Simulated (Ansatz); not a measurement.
Input for Ansatz (a quantum-chemistry and plane-wave program): R-r2SCAN/def2-TZVPPD on ClH6NSi (a complex), monomers drawn apart or pushed together. Files ending in .json are basis or fitting sets from the Basis Set Exchange.

Ansatz 0.2 input:
```yaml
crystal:
  periodic: [false, false, false]
  atoms:
    - {symbol: N, position_ang: [-0.09383993, -0.07481457, 0.31169613]}
    - {symbol: H, position_ang: [-0.30930572, 0.89874724, 0.49350779]}
    - {symbol: H, position_ang: [0.52874894, -0.11157917, -0.48725244]}
    - {symbol: H, position_ang: [-0.96141658, -0.52830540, 0.04871559]}
    - {symbol: Si, position_ang: [0.28629201, -1.20400586, 4.42213000]}
    - {symbol: Cl, position_ang: [-1.46837469, -0.10230987, 4.58335409]}
    - {symbol: H, position_ang: [0.56861285, -1.67884582, 5.79664376]}
    - {symbol: H, position_ang: [1.39030807, -0.33805945, 3.97936049]}
    - {symbol: H, position_ang: [0.07467110, -2.36869282, 3.54829567]}
basis:
  gaussian:
    orbitals: def2-TZVPPD.json
hamiltonian:
  xc: {name: r2SCAN}
scf: {lower_state_search: off}
```

Program output:

```
Functional definition: r2SCAN
[...]
these checks for a lower state are left out or cut short: stability, starts, cluster_reference, orbital_swaps, neighbouring_geometries, increment
integrals: 0.16 GiB planned
1162 factors; their error is unknown
mean field: 1.02 GiB planned
mean field evaluation 1: about -21980.8026 eV, gradient 6.2e1 eV
mean field evaluation 2: about -21966.6847 eV, gradient 9.4e1 eV
mean field evaluation 4: about -21988.1414 eV, gradient 2.8e0 eV
mean field evaluation 8: about -21988.1554 eV, gradient 1.1e-1 eV
mean field evaluation 16: about -21988.1290 eV, gradient 1.1e-4 eV
mean field -21988.12898424 eV, -808.0488360817 hartree, gradient 9.3e-6 eV, S^2 0.000000; 0 other end points of the search recorded, 0 dependent functions left out
reference -21988.12900504 eV, -808.0488368460 hartree; 22, 22 occupied and 216, 216 virtual orbitals, 1162 factors
Total energy: -21988.12900504 eV, -808.0488368460 hartree
Checks for a lower state left out: stability, starts, cluster_reference, orbital_swaps, neighbouring_geometries, increment
```

The run converged.

Cost: roughly 4 core-seconds.
